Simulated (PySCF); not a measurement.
**Calculated NMR parameters of CN[Si@H](C)N(C)C**

```
Formula                               : C4H14N2Si
SMILES                                : CN[Si@H](C)N(C)C
Point group of the computed structure : C1
Degrees of unsaturation               : 0
Carbon signals                        : 3
Proton signals                        : 5
```

Molfile (atoms numbered from 1):
```
C4H14N2Si
     RDKit          3D

 21 20  0  0  0  0  0  0  0  0999 V2000
    2.3246   -1.5016   -0.8950 C   0  0  0  0  0  0  0  0  0  0  0  0
    1.0317   -1.2503   -0.3102 N   0  0  0  0  0  0  0  0  0  0  0  0
    0.3056    0.3137   -0.3173 Si  0  0  2  0  0  4  0  0  0  0  0  0
    1.2745    1.6777    0.5884 C   0  0  0  0  0  0  0  0  0  0  0  0
   -1.1952    0.0758    0.4946 N   0  0  0  0  0  0  0  0  0  0  0  0
   -1.9447    1.1866    1.0201 C   0  0  0  0  0  0  0  0  0  0  0  0
   -2.0577   -1.0177    0.1220 C   0  0  0  0  0  0  0  0  0  0  0  0
    2.4277   -0.8896   -1.7877 H   0  0  0  0  0  0  0  0  0  0  0  0
    2.4105   -2.5518   -1.1826 H   0  0  0  0  0  0  0  0  0  0  0  0
    3.1537   -1.2597   -0.2190 H   0  0  0  0  0  0  0  0  0  0  0  0
    0.8727   -1.8296    0.5007 H   0  0  0  0  0  0  0  0  0  0  0  0
    0.2233    0.6735   -1.7489 H   0  0  0  0  0  0  0  0  0  0  0  0
    1.2680    1.5361    1.6655 H   0  0  0  0  0  0  0  0  0  0  0  0
    0.8834    2.6683    0.3803 H   0  0  0  0  0  0  0  0  0  0  0  0
    2.3108    1.6686    0.2644 H   0  0  0  0  0  0  0  0  0  0  0  0
   -2.6323    1.6058    0.2740 H   0  0  0  0  0  0  0  0  0  0  0  0
   -1.2678    1.9701    1.3440 H   0  0  0  0  0  0  0  0  0  0  0  0
   -2.5402    0.8585    1.8775 H   0  0  0  0  0  0  0  0  0  0  0  0
   -2.5895   -1.3887    1.0038 H   0  0  0  0  0  0  0  0  0  0  0  0
   -1.4629   -1.8204   -0.3011 H   0  0  0  0  0  0  0  0  0  0  0  0
   -2.8049   -0.7083   -0.6194 H   0  0  0  0  0  0  0  0  0  0  0  0
  1  2  1  0
  2  3  1  0
  3  4  1  0
  3  5  1  0
  5  6  1  0
  5  7  1  0
  1  8  1  0
  1  9  1  0
  1 10  1  0
  2 11  1  0
  3 12  1  6
  4 13  1  0
  4 14  1  0
  4 15  1  0
  6 16  1  0
  6 17  1  0
  6 18  1  0
  7 19  1  0
  7 20  1  0
  7 21  1  0
M  END
```

- geometry: GFN2-xTB
- shieldings: GIAO PBE0/pcSseg-1
- program: PySCF 2.14.0 with density-fitted response routines
- one computed conformer, averaged over atoms made equivalent by symmetry, fast rotation or ring inversion, no relativistic terms, no solvent

δ = σ(ref) − σ, references computed at the same level: ¹H, ¹³C, ²⁹Si vs TMS; ¹⁵N vs NH3.

| carbon | δC, type | δH (multiplicity) | HMBC from (2–3 bonds) | span of the C tensor (ppm) |
| --- | --- | --- | --- | --- |
| C1 | 29.3, CH3 | 2.73 (s) | H12 | 55 |
| C4 | -1.7, CH3 | 0.03 (d) | H12 | 20 |
| C6/C7 | 39.7, CH3 | 2.57 (s) | H12, H16/H17/H18/H19/H20/H21 | 62 |

Other nuclei:
```tsv
atoms	nucleus	environment	δ (ppm)	σ (ppm)
H12	¹H	hydrogen on a silicon bonded to C, 2 N	4.97	26.75
H11	¹H	hydrogen on a nitrogen bonded to C, Si	-0.39	32.10
Si3	²⁹Si	silicon bonded to C, 2 N, H	-14.9	364.1
N5	¹⁵N	nitrogen bonded to 2 C, Si	24.7	243.0
N2	¹⁵N	nitrogen bonded to C, Si, H	23.8	244.0
```

Carbon types of the structure: 4 × CH3, leaving 2 H on heteroatoms. δC 39.7, 29.3: methyl carbon bonded to N; pulled downfield by the heteroatom. δC -1.7: methyl carbon bonded to Si; an electropositive neighbour leaves it electron-rich and shielded. δH 2.73, 2.57: hydrogen on a methyl carbon bonded to N; its carbon carries N, an electronegative neighbour. δH 0.03: hydrogen on a methyl carbon bonded to Si; an electropositive neighbour shields it, as in TMS itself. δH -0.39: hydrogen on a nitrogen bonded to C, Si; exchangeable, gas-phase position.

The OH or NH signal is concentration- and solvent-dependent in practice; the value given is the gas-phase one. Shifts are as computed. Against solution values, carbons near 30 ppm lie about +3 ppm off and those near 130 ppm about +5 ppm. Of 1309 compounds with measured shifts, 239 miss one by over three times the rms of a fit or turn the order of signals round; such compounds aren't used in these exercises. Experimental scales use liquid or dissolved standards, which lie at an offset from isolated NH3 (liquid NH3: subtract about 20 ppm). Multiplicities follow the n + 1 count of equivalent neighbours, as no J values were calculated; m marks all less simple cases, F and P coupling included.
